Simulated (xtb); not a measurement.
xtb job for 3,3-difluoropent-1-en-4-yne (C5H4F2), SMILES C#CC(F)(F)C=C, GFN2-xTB. 

```
$ xtb mol.xyz --gfn 2 --sp --chrg 0 --uhf 0 --json
$ cat mol.xyz
11

C     -2.34233121    -0.43897598     0.14030913
C     -1.19904157    -0.08910296     0.09264234
C      0.16970765     0.41068706     0.05046510
F      0.46888765     1.03303401     1.23881619
F      0.26693130     1.40889490    -0.88738625
C      1.21534367    -0.63696760    -0.23347163
C      0.95630591    -1.91868334    -0.40082385
H     -3.33734454    -0.77268674     0.17313590
H      2.21611593    -0.23230979    -0.28494476
H     -0.04609272    -2.31045728    -0.34666578
H      1.74504413    -2.62364934    -0.59912158
```

It prints:

```
[banner left out]
          |                Calculation Setup                |
           -------------------------------------------------



           -------------------------------------------------
          |                 G F N 2 - x T B                 |
           -------------------------------------------------

        Reference                      10.1021/acs.jctc.8b01176
      * Hamiltonian:
        H0-scaling (s, p, d)           1.850000    2.230000    2.230000
        zeta-weighting                 0.500000
      * Dispersion:
        s8                             2.700000
        a1                             0.520000
        a2                             5.000000
        s9                             5.000000
      * Repulsion:
        kExp                           1.500000    1.000000
        rExp                           1.000000
      * Coulomb:
        alpha                          2.000000
        third order                    shell-resolved
        anisotropic                    true
        a3                             3.000000
        a5                             4.000000
        cn-shift                       1.200000
        cn-exp                         4.000000
        max-rad                        5.000000


          ...................................................
          :                      SETUP                      :
          :.................................................:
          :  # basis functions                  32          :
          :  # atomic orbitals                  32          :
          :  # shells                           18          :
          :  # electrons                        38          :
          :  max. iterations                   250          :
          :  Hamiltonian                  GFN2-xTB          :
          :  restarted?                      false          :
          :  GBSA solvation                  false          :
          :  PC potential                    false          :
          :  electronic temp.          300.0000000     K    :
          :  accuracy                    1.0000000          :
          :  -> integral cutoff          0.2500000E+02      :
          :  -> integral neglect         0.1000000E-07      :
          :  -> SCF convergence          0.1000000E-05 Eh   :
          :  -> wf. convergence          0.1000000E-03 e    :
          :  Broyden damping             0.4000000          :
          :  net charge                          0          :
          :  unpaired electrons                  0          :
          ...................................................

 iter      E             dE          RMSdq      gap      omega  full diag
   1    -22.3626681 -0.223627E+02  0.733E+00    5.46       0.0  T
   2    -22.3897128 -0.270447E-01  0.429E+00    5.30       1.0  T
   3    -22.3805130  0.919986E-02  0.125E+00    5.30       1.0  T
   4    -22.3850415 -0.452857E-02  0.857E-01    5.40       1.0  T
   5    -22.3925693 -0.752778E-02  0.125E-01    5.41       1.0  T
   6    -22.3926115 -0.421907E-04  0.556E-02    5.40       1.0  T
   7    -22.3926165 -0.497732E-05  0.217E-02    5.40       1.4  T
   8    -22.3926178 -0.137313E-05  0.107E-02    5.40       2.8  T
   9    -22.3926184 -0.541514E-06  0.203E-03    5.40      14.9  T
  10    -22.3926184 -0.635683E-08  0.377E-04    5.40      80.1  T
  11    -22.3926184 -0.181075E-09  0.203E-04    5.40     148.7  T

   *** convergence criteria satisfied after 11 iterations ***

         #    Occupation            Energy/Eh            Energy/eV
      -------------------------------------------------------------
         1        2.0000           -0.8357977             -22.7432
       ...           ...                  ...                  ...
        13        2.0000           -0.4976388             -13.5414
        14        2.0000           -0.4928152             -13.4102
        15        2.0000           -0.4864337             -13.2365
        16        2.0000           -0.4607242             -12.5369
        17        2.0000           -0.4605705             -12.5328
        18        2.0000           -0.4524275             -12.3112
        19        2.0000           -0.4513498             -12.2819 (HOMO)
        20                         -0.2528334              -6.8799 (LUMO)
        21                         -0.2043815              -5.5615
        22                         -0.2006985              -5.4613
        23                          0.0091694               0.2495
        24                          0.0615361               1.6745
       ...                                ...                  ...
        32                          1.3890406              37.7977
      -------------------------------------------------------------
                  HL-Gap            0.1985164 Eh            5.4019 eV
             Fermi-level           -0.3520916 Eh           -9.5809 eV

 SCC (total)                   0 d,  0 h,  0 min,  0.042 sec
 SCC setup                      ...        0 min,  0.000 sec (  0.438%)
 Dispersion                     ...        0 min,  0.000 sec (  0.314%)
 classical contributions        ...        0 min,  0.000 sec (  0.064%)
 integral evaluation            ...        0 min,  0.005 sec ( 12.376%)
 iterations                     ...        0 min,  0.021 sec ( 50.996%)
 molecular gradient             ...        0 min,  0.015 sec ( 35.054%)
 printout                       ...        0 min,  0.000 sec (  0.667%)

         :::::::::::::::::::::::::::::::::::::::::::::::::::::
         ::                     SUMMARY                     ::
         :::::::::::::::::::::::::::::::::::::::::::::::::::::
         :: total energy             -22.094732578752 Eh    ::
         :: gradient norm              0.000761075084 Eh/a0 ::
         :: HOMO-LUMO gap              5.401905765804 eV    ::
         ::.................................................::
         :: SCC energy               -22.392609699967 Eh    ::
         :: -> isotropic ES            0.031652349433 Eh    ::
         :: -> anisotropic ES         -0.000605042620 Eh    ::
         :: -> anisotropic XC          0.003799946317 Eh    ::
         :: -> dispersion             -0.006435183013 Eh    ::
         :: repulsion energy           0.297877121215 Eh    ::
         :: add. restraining           0.000000000000 Eh    ::
         :: total charge               0.000000000000 e     ::
         :::::::::::::::::::::::::::::::::::::::::::::::::::::

           -------------------------------------------------
          |                Property Printout                |
           -------------------------------------------------

    * Orbital Energies and Occupations

         #    Occupation            Energy/Eh            Energy/eV
      -------------------------------------------------------------
         1        2.0000           -0.8357977             -22.7432
       ...           ...                  ...                  ...
         7        2.0000           -0.5836338             -15.8815
         8        2.0000           -0.5776668             -15.7191
         9        2.0000           -0.5569050             -15.1542
        10        2.0000           -0.5349201             -14.5559
        11        2.0000           -0.5207554             -14.1705
        12        2.0000           -0.5093056             -13.8589
        13        2.0000           -0.4976388             -13.5414
        14        2.0000           -0.4928152             -13.4102
        15        2.0000           -0.4864337             -13.2365
        16        2.0000           -0.4607242             -12.5369
        17        2.0000           -0.4605705             -12.5328
        18        2.0000           -0.4524275             -12.3112
        19        2.0000           -0.4513498             -12.2819 (HOMO)
        20                         -0.2528334              -6.8799 (LUMO)
        21                         -0.2043815              -5.5615
        22                         -0.2006985              -5.4613
        23                          0.0091694               0.2495
        24                          0.0615361               1.6745
        25                          0.0880978               2.3973
        26                          0.1127654               3.0685
        27                          0.1284901               3.4964
        28                          0.1829832               4.9792
        29                          0.2916987               7.9375
        30                          0.3854914              10.4898
       ...                                ...                  ...
        32                          1.3890406              37.7977
      -------------------------------------------------------------
                  HL-Gap            0.1985164 Eh            5.4019 eV
             Fermi-level           -0.3520916 Eh           -9.5809 eV

     #   Z          covCN         q      C6AA      α(0)
     1   6 C        1.909    -0.064    32.833     9.254
     2   6 C        1.970    -0.022    31.650     9.085
     3   6 C        3.525     0.352    16.416     5.964
     4   9 F        0.790    -0.231    11.561     4.016
     5   9 F        0.790    -0.231    11.556     4.016
     6   6 C        2.890    -0.041    29.020     8.832
     7   6 C        2.836    -0.074    29.835     8.951
     8   1 H        0.928     0.109     1.705     2.042
     9   1 H        0.926     0.073     2.052     2.240
    10   1 H        0.926     0.062     2.179     2.308
    11   1 H        0.926     0.067     2.122     2.278

 Mol. C6AA /au·bohr⁶  :       1482.348869
 Mol. C8AA /au·bohr⁸  :      35375.132402
 Mol. α(0) /au        :         58.985984


Wiberg/Mayer (AO) data.
largest (>0.10) Wiberg bond orders for each atom

 ---------------------------------------------------------------------------
     #   Z sym  total        # sym  WBO       # sym  WBO       # sym  WBO
 ---------------------------------------------------------------------------
     1   6 C    3.969 --     2 C    2.917     8 H    0.965
     2   6 C    3.978 --     1 C    2.917     3 C    1.001
     3   6 C    3.854 --     2 C    1.001     6 C    0.965     5 F    0.918
                             4 F    0.917
     4   9 F    1.040 --     3 C    0.917
     5   9 F    1.041 --     3 C    0.918
     6   6 C    3.984 --     7 C    1.995     3 C    0.965     9 H    0.960
     7   6 C    3.987 --     6 C    1.995    11 H    0.973    10 H    0.971
     8   1 H    0.988 --     1 C    0.965
     9   1 H    0.994 --     6 C    0.960
    10   1 H    0.996 --     7 C    0.971
    11   1 H    0.996 --     7 C    0.973
 ---------------------------------------------------------------------------

Topologies differ in total number of bonds
Writing topology from bond orders to xtbtopo.mol

molecular dipole:
                 x           y           z       tot (Debye)
 q only:       -0.271      -1.209      -0.187
   full:       -0.316      -1.295      -0.198       3.424
molecular quadrupole (traceless):
                xx          xy          yy          xz          yz          zz
 q only:        5.390      -0.696      -1.566      -1.024       0.458      -3.825
  q+dip:       10.487       0.938      -2.490      -1.676       0.844      -7.997
   full:        7.756      -0.190      -2.247      -1.339       0.582      -5.509


           -------------------------------------------------
          | TOTAL ENERGY              -22.094732578752 Eh   |
          | GRADIENT NORM               0.000761075084 Eh/α |
          | HOMO-LUMO GAP               5.401905765804 eV   |
           -------------------------------------------------

------------------------------------------------------------------------
Note: The following floating-point exceptions are signalling: IEEE_UNDERFLOW_FLAG IEEE_DENORMAL
normal termination of xtb
------------------------------------------------------------------------
 total:
 SCF:
```

Self-consistency was reached.

Cost: about 0.09 core-seconds (a rough figure).
